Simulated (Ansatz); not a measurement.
C2H6Cl2Hf, SMILES `[CH3][Hf]([CH3])([Cl])[Cl]`. Charge 0, multiplicity 1. Hf: def2 effective core potential.

Z-matrix (Å, degrees):
```
C
Hf 1 2.190
H 1 1.097 2 110.8
H 1 1.097 2 110.8 3 119.5
H 1 1.096 2 112.2 3 -120.2
C 2 2.190 1 103.6 3 -59.6
Cl 2 2.344 1 108.6 3 55.8
Cl 2 2.344 1 108.6 3 -175.0
H 6 1.096 2 112.2 1 179.6
H 6 1.097 2 110.8 1 -60.1
H 6 1.097 2 110.8 1 59.4
```

(1) List the harmonic frequencies (cm⁻¹, unscaled) at PBE0-D4/def2-TZVP in Ansatz. (Estimate.)

(2) Is this a minimum?

(3) Give the ideal-gas thermochemistry at 298.15 K and 1 bar (rigid rotor, harmonic oscillator; point group C2v, symmetry number 2).

Results:

(1) Ansatz gave: 49, 76, 86, 95, 119, 121, 134, 367, 371, 435, 485, 502, 514, 518, 530, 1180, 1184, 1404, 1406, 1412, 1414, 3013, 3014, 3098, 3100, 3103, 3103.

(2) Yes, all 27 modes are real.

(3) Zero-point energy 184.4 kJ/mol; H(298) − E = 213.5 kJ/mol; entropy 427.3 J/(mol·K), of which translation 179.1, rotation 115.9, vibration 132.2; G(298) − E = 86.1 kJ/mol. Modes under 100 cm⁻¹ are hindered rotations or soft bends, so the harmonic entropy is rough.
